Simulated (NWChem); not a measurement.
**GaH2O (SMILES [O][GaH2]): the vertical ionisation energy from total energies**

GaH2O: 4 atoms, total charge 0, spin state doublet. SMILES: `[O][GaH2]`. Geometry: relaxed at PBE0-D4/def2-TZVP.

Both states at this one shape; open shells run unrestricted unless said. 1 Eh = 27.2114 eV.

| level | program | doublet GaH2O (Eh) | singlet GaH2O+ (Eh) |
| --- | --- | --- | --- |
| UHF/3-21G | NWChem | -1989.417040 | -1988.968666 |
| UHF/6-31G* (spherical functions) | NWChem | -1998.944293 | -1998.477440 |
| UHF/6-31G** (spherical functions) | NWChem | -1998.947461 | -1998.480963 |

**Question.** Work out the vertical ionisation energy at each level.

**Answer.** 
1. UHF/3-21G: -1988.968666 − (-1989.417040) = 0.448374 Eh = 12.20 eV.
2. UHF/6-31G* (spherical functions): -1998.477440 − (-1998.944293) = 0.466853 Eh = 12.70 eV.
3. UHF/6-31G** (spherical functions): -1998.480963 − (-1998.947461) = 0.466498 Eh = 12.69 eV.

No measured value is set beside it here; the levels span 12.20 to 12.70 eV. All-electron rows are non-relativistic unless named.
